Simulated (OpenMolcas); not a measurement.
What dynamic correlation does to the levels of Kr2+

```json
{
 "Program": "OpenMolcas 26.06",
 "Basis": "ANO-R1 [5s4p3d1f]",
 "Scalar Hamiltonian": "X2C, finite nucleus",
 "Active space": "4 electrons in 3 orbitals (4p)",
 "State averaging": "2S+1 = 3 even, 3 roots; 2S+1 = 1 even, 6 roots",
 "Spin-orbit coupling": "state interaction with AMFI integrals over the reference wave functions, term energies averaged over their components"
}
```

Methods on the same reference wave functions:
A. CASSCF
B. SS-CASPT2, IPEA 0.25 Eh, imaginary shift 0.1 Eh (closed shells correlated: 3d 4s)

Energies in cm-1 above 4s2 4p4 3P2, the measured ground level; measured values from Saloman, J. Phys. Chem. Ref. Data 36, 215 (2007).

```csv
Level,A,B,Measured
4s2 4p4 3P2,0.0,0.0,0.0
4s2 4p4 3P1,4365,4400,4548
4s2 4p4 3P0,5386,5290,5313
4s2 4p4 1D2,17099,16040,14644
4s2 4p4 1S0,38853,34880,33080
```

Deviations, from unrounded energies. A percentage is the sum of absolute deviations over the sum of measured energies, with the sign that they share, or ± where signs differ.

| Against measurement | Levels | A | B |
| --- | --- | --- | --- |
| mean absolute deviation (cm-1) | 4 | 2100 | 840 |
| fine structure of the ground term (%) | 2 | ±2.6 | -1.8 |
| other terms of the ground configuration (%) | 2 | +17.2 | +6.7 |

B lies closest to measurement on these levels. The largest miss of B in the table is 4s2 4p4 1S0, by +1800 cm-1. The ranking rests on the paired levels alone, and a cruder setting can come out closer through cancelling errors.

From A to B the spin-free energies of the other terms of 4s2 4p4 shown, above 3P, scale by factors of 0.88 to 0.92.

The lowest spin-free term lies below A's lowest term by 0.403 hartree in B.

CASPT2 breaks the degeneracy within a term, and the mean is taken; among the terms shown or strongly mixed into the levels shown the widest spread is 120 cm-1 (4s2 4p4 1D, B). With the s shell closed, the reference lacks s² → p² mixing. Computed and measured levels are paired by configuration, term and J; levels that our copy of the source lacks, or whose pairing is in doubt (as where it misses far off the trend of its configuration), stay unpaired and out of the deviations. Only configurations of the active space appear.
